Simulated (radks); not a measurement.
Numerical settings for the xenon ion Xe2+, [Kr] 4d10 5s2 5p4. Method: scalar-relativistic Kohn-Sham, SCAN, spin-unpolarised, spherical densities, finite nucleus; meta-GGA in the generalised Kohn-Sham scheme; Fermi nuclear charge, rms radius 4.7859 fm; computed with a radial shooting solver on a logarithmic mesh with Libxc functionals. The defaults (mesh step 0.008 in ln r, mesh end at 40 bohr or more with all orbitals vanishing there, Anderson mixing 0.5 over 9 steps, residual threshold near 1e-9 with the energy settled to 1e-9 hartree or 1e-11 of itself, here a cap of 92 iterations) give E = -7447.210 hartree and 5p at -26.936 eV in 16 iterations. Run on one thread of a shared host, so times are rough (Arm Neoverse N1): 0.17 s of CPU time, 0.17 s wall, 16 iterations on 2254 mesh points. Changes against that run (0 stands for a change within the tolerance of the run):

| setting | iterations | converged | E (mhartree) | e(5p) (meV) | CPU (s) |
|---|---|---|---|---|---|
| mesh step in ln r 0.003 | 19 | yes | -0.669 | +0.0394 | 0.48 |
| mesh step in ln r 0.012 | 14 | yes | -3.97 | +0.0875 | 0.11 |
| mesh step in ln r 0.03 | 13 | yes | -61 | +24.4 | 0.05 |
| mesh end (bohr) 12 | 16 | yes | +0.165 | +0.0252 | 0.17 |
| mesh end (bohr) 8 | 16 | yes | -0.41 | +0.741 | 0.16 |
| residual threshold 1e-05 | 13 | yes | 0 | -0.027 | 0.15 |
| residual threshold 1e-13 | 42 | yes | 0 | -0.00332 | 0.31 |
| mixing 1.5 | 15 | yes | 0 | -0.0105 | 0.17 |
| linear mixing, mixing 0.5 | 31 | yes | 0 | -0.00316 | 0.28 |
| linear mixing, mixing 0.2 | 82 | yes | 0 | -0.00292 | 0.68 |
| mixing history 20 | 16 | yes | 0 | 0 | 0.17 |
| iteration cap 8 | 8 | no | +0.00763 | +0.116 | 0.09 |

Settings that end as converged yet miss the energy by more than 1 mhartree: mesh step in ln r 0.012 (-0.00397 hartree); mesh step in ln r 0.03 (-0.061 hartree). A mesh that ends early acts as a hard wall.
